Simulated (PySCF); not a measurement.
Molecule: C₃H₈Ge, SMILES C=C[CH2][GeH3]. Atoms near the plane z = 0.0 Å, at the GFN2-xTB optimised geometry (x, y, z in Å): C1 (1.2, -0.6, 0.0), C2 (-0.1, -0.6, 0.0), C3 (-1.0, 0.6, 0.0), H5 (1.8, -1.5, 0.0), H6 (1.8, 0.3, 0.0), H7 (-0.7, -1.5, 0.0), H8 (-0.4, 1.5, 0.2), H9 (-1.8, 0.6, 0.8).

Method: PBE/def2-TZVP in PySCF. Cells within 0.4 Å of a nucleus heavier than hydrogen are left out (blank, or x). The values are rescaled to run from 0 to 1.

```
|1111111111111111111111111|
|1111111111111111111111111|
|1111111111111111111111111|
|1111111111111111111111111|
|1111111000000111111111111|
|1111100000000001111111111|
|1111000000000000111111111|
|1110000001320000000111111|
|1100000002651000000011111|
|110000111x631000000001111|
|11000012xxx10000110000111|
|110000112x630001492000111|
|1110000002651111683000111|
|11100000013xx66xx41000111|
|11110000002xx99xx31000111|
|1111100001573332762000111|
|1111100002961001593000111|
|1111110001420000241000111|
|1111111000000000000000111|
|1111111000000000000001111|
|1111111100000000000011111|
|1111111111111111111111111|
|1111111111111111111111111|
|1111111111111111111111111|
|1111111111111111111111111|
```
Scale: ten equal steps from 0.000 (start of '0') to 1.00 (end of '9'), in the order '0123456789'; x runs from -4.00 to 4.00, y from -4.00 (bottom) to 4.00 (top).

Q: Which quantity is mapped?
A. electrostatic potential
B. an orbital amplitude
C. electron localisation function
D. deformation density (molecule minus spherical neutral atoms)

A: D, deformation density (molecule minus spherical neutral atoms). In full: deformation density (molecule minus spherical neutral atoms) (e/bohr³).
